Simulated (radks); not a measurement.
Values are calculated unless marked as measured or tabulated.
Spherical jellium clusters: N electrons in a uniform positive sphere of charge N and radius rs N^(1/3), rs = 5.82 bohr. Level of theory: non-relativistic Kohn-Sham, LDA (Slater exchange, Perdew-Wang correlation), spin-polarised, spherical densities (a radial shooting solver with Libxc functionals). Levels are named by radial order and angular momentum (1s, 1p, 1d, 2s, ...), and open shells are averaged over m.

N = 9, configuration 1s2 1p6 1d(up 1, down 0). This is the lowest configuration that the search found. Occupied and some empty levels:

level    occupation  eigenvalue (eV)  <r> (bohr)
1s up             1          -3.0961       8.046
1s down           1          -3.0289       7.946
1p up             3          -2.5530       9.323
1p down           3          -2.4715       9.300
1d up             1          -1.8364       10.40
1d down           0          -1.7513       10.43
2s up             0          -1.3959       9.257
2s down           0          -1.3570       9.323
1f up             0          -1.0117       11.54
1f down           0         -0.93149       11.63
2p up             0         -0.65379       12.29
2p down           0         -0.61500       12.43

Energy (eV): total -15.2596, kinetic 8.0794, external -217.44, Hartree 108.54, exchange-correlation -23.681, background 109.24.
